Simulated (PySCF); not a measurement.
Two species compared at the same levels of theory.

First species: C7H7FO.
Z-matrix (Å and degrees, PBE0-D3(BJ)/def2-SVP geometry), rows numbered from 1:
```
C 
O   1  1.4001
C   2  1.3459  1  118.82
C   3  1.4033  2  116.51  1  -179.95
C   4  1.3876  3  119.87  2   179.94
C   5  1.3973  4  121.22  3     0.00
C   6  1.3859  5  117.78  4     0.03
F   7  1.3330  6  119.43  5   179.99
C   7  1.3919  6  122.71  5    -0.02
H   1  1.1043  2  111.82  3   -61.29
H   1  1.1043  2  111.81  3    60.90
H   1  1.0972  2  106.69  3   179.81
H   4  1.0908  3  118.35  2    -0.02
H   5  1.0925  4  119.40  3  -179.98
H   6  1.0904  5  122.35  4   180.00
H   9  1.0890  3  122.94  2     0.07
```

Second species: C8H8Se.
Z-matrix (Å and degrees, PBE0-D3(BJ)/def2-SVP geometry), rows numbered from 1:
```
C 
C   1  1.3942
C   2  1.3958  1  120.44
C   3  1.3929  2  119.05  1     0.20
C   4  1.4041  3  121.10  2     0.40
C   5  1.3924  4  119.13  3    -0.71
C   5  1.5055  4  114.81  3   176.49
C   7  1.5243  5  108.47  4    26.04
Se  4  1.9022  3  126.20  2  -179.81
H   1  1.0922  2  120.03  3   179.36
H   2  1.0927  1  120.02  3  -179.33
H   3  1.0923  2  120.25  1  -179.03
H   6  1.0935  1  120.08  2  -179.67
H   7  1.1015  5  112.01  4   148.98
H   7  1.1055  5  108.56  4   -93.03
H   8  1.0978  7  113.21  5  -154.54
H   8  1.1001  7  111.64  5    81.99
```

Levels: PBE0/def2-SVPD for dipole moment, HOMO energy, LUMO energy, HOMO–LUMO gap, static isotropic polarisability and electronic spatial extent ⟨r²⟩ about the centre of nuclear charge; TDDFT PBE0/def2-SVPD for lowest singlet excitation; TDA PBE0/def2-SVPD for lowest triplet excitation (Tamm–Dancoff); ΔSCF PBE0/def2-SVPD for vertical ionisation energy; PBE0-D3(BJ)/def2-SVP for rotational constant A and rotational constant C. Geometries: PBE0-D3(BJ)/def2-SVP. All species are isolated and taken at one optimised geometry, non-relativistic unless stated; the electronic structure was computed with PySCF and density fitting.

Dipoles, sizes and rotational constants follow the conformer. The torsions of the flexible species, by atom-mapped SMILES:
- `[CH3:1][O:2][c:3]1[cH:4][cH:5][cH:6][c:7]([F:8])[cH:9]1`: C1–O2–C3–C4 180°

Values for the first species:

- Dipole moment: 1.42 D
- HOMO energy: -6.64 eV
- LUMO energy: -0.34 eV
- HOMO–LUMO gap: 6.30 eV
- Lowest singlet excitation: 5.18 eV
- Lowest triplet excitation (Tamm–Dancoff): 4.03 eV
- Static isotropic polarisability: 86.4 au
- Vertical ionisation energy: 8.45 eV
- Electronic spatial extent ⟨r²⟩ about the centre of nuclear charge: 1234 bohr²
- Rotational constant A: 2.829 GHz
- Rotational constant C: 0.889 GHz

(1) Estimate the same properties for the second species, and the change in each.

Answers

(1) 
```json
{"property": "dipole moment", "first": "1.42 D", "second": "1.60 D", "second less first": "+0.18 D"}
{"property": "HOMO energy", "first": "-6.64 eV", "second": "-5.85 eV", "second less first": "+0.79 eV"}
{"property": "LUMO energy", "first": "-0.34 eV", "second": "-0.43 eV", "second less first": "-0.09 eV"}
{"property": "HOMO–LUMO gap", "first": "6.30 eV", "second": "5.42 eV", "second less first": "-0.88 eV"}
{"property": "lowest singlet excitation", "first": "5.18 eV", "second": "4.18 eV", "second less first": "-1.00 eV"}
{"property": "lowest triplet excitation (Tamm–Dancoff)", "first": "4.03 eV", "second": "3.62 eV", "second less first": "-0.41 eV"}
{"property": "static isotropic polarisability", "first": "86.4 au", "second": "117.9 au", "second less first": "+31.5 au"}
{"property": "vertical ionisation energy", "first": "8.45 eV", "second": "7.59 eV", "second less first": "-0.86 eV"}
{"property": "electronic spatial extent ⟨r²⟩ about the centre of nuclear charge", "first": "1234 bohr²", "second": "1573 bohr²", "second less first": "+339 bohr²"}
{"property": "rotational constant A", "first": "2.829 GHz", "second": "2.473 GHz", "second less first": "-0.356 GHz"}
{"property": "rotational constant C", "first": "0.889 GHz", "second": "0.679 GHz", "second less first": "-0.210 GHz"}
```

On the first: S1 lies 1.12 eV below the HOMO–LUMO gap; its leading configuration is HOMO→LUMO, weight 0.78. The vertical singlet–triplet gap S1 − T1 is 1.15 eV (TDDFT singlet less Tamm–Dancoff triplet; S1: HOMO→LUMO, weight 0.78; T1: HOMO→LUMO+1, weight 0.65).

On the second: The polarisability is 17.47 Å³ as a volume (1 au = 0.148185 Å³), or 1.31 au for each of the 90 electrons. The vertical singlet–triplet gap S1 − T1 is 0.56 eV (TDDFT singlet less Tamm–Dancoff triplet). The calculation is non-relativistic and has no spin–orbit coupling, an omission that weighs most on selenium.
